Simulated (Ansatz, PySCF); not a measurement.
Spin states of H2O2Ti (SMILES [OH][Ti][OH]), each relaxed with B3LYP-D3(BJ)/def2-TZVP.
State 1 (charge 0, multiplicity 3):
```xyz
5

Ti     0.09544    -0.28326     0.05021
O      1.34127     0.16816    -1.20403
H      1.90251     0.56351    -1.86768
O     -1.31300    -0.29189     1.21004
H     -2.08000    -0.12678     1.75425
```
State 2 (charge 0, multiplicity 1):
```csv
atom,x (Å),y (Å),z (Å)
Ti,0.3164,-0.9537,0.1630
O,1.1595,0.0672,-1.0196
H,1.2857,0.8821,-1.5056
O,-1.0895,-0.3240,1.0454
H,-1.7260,0.3581,1.2595
```

Singlets are restricted, other states unrestricted; no spin–orbit coupling, no relativity up to Kr; see below for the cores. The largest T1 diagnostic is 0.089.

Run with Ansatz (an electronic-structure program); PySCF for the dispersion terms. Each number belongs to the level named beside it.

Task: One of these levels gives 18.17 kcal/mol for the energy of the multiplicity-1 state less that of the multiplicity-3 state. Name it.
A) PBE0/def2-TZVPP
B) BLYP/def2-TZVPP
C) B3LYP-D3(BJ)/def2-TZVPP
D) BHLYP/def2-TZVPP

Result: B, BLYP/def2-TZVPP. The others give 24.48 (B3LYP-D3(BJ)/def2-TZVPP), 27.65 (PBE0/def2-TZVPP), 33.93 (BHLYP/def2-TZVPP)
